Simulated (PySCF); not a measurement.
A GIAO shielding run with PySCF 2.14 (density fitting, non-relativistic, gas phase) on SMILES C([SiH2][C@@H]([SiH2]C=C)[SiH3])#CC, C6H14Si3:

```
$ OMP_NUM_THREADS=1 python probes_run.py task.json out

{"job": {"kind": "nmr", "xc": "PBE0", "basis": "pcSseg-1"}, "charge": 0, "multiplicity": 1}
C     -3.193649     1.186256     0.475417
C     -2.743091     0.840959    -0.719437
Si    -1.104939    -0.024113    -1.070396
C     -0.401680    -0.868563     0.483027
Si    -1.489196    -2.299131     1.103847
Si     1.413721    -1.404920     0.241814
C      2.426297     0.103470    -0.082517
C      3.062520     1.108346    -0.277339
C      3.825499     2.313465    -0.516947
H     -2.639237     0.970325     1.375023
H     -4.135259     1.695571     0.621634
H     -3.349866     1.090702    -1.582448
H     -1.330370    -1.020871    -2.129253
H     -0.168695     0.992991    -1.576977
H     -0.389386    -0.113355     1.275439
H     -0.920475    -2.853625     2.339043
H     -2.851261    -1.843674     1.397520
H     -1.548366    -3.362261     0.097095
H      1.929483    -2.037863     1.465548
H      1.539958    -2.320802    -0.898813
H      4.881402     2.136537    -0.311962
H      3.714275     2.622857    -1.556031
H      3.467562     3.114685     0.129729
```

Hardware: 1 thread of an Arm Neoverse V1, shared host. The job also computes population analyses, field gradients.

**Question.** How large is the calculation?

**Answer.** 92 electrons, 244 basis functions and 1333 auxiliary functions.

**Question.** How long does it take, and how much memory does it need?

**Answer.** 77 s of wall time, with 14 SCF cycles and 5 response iterations; peak memory 1.1 GiB. Times on a shared host scatter by some tens of per cent.
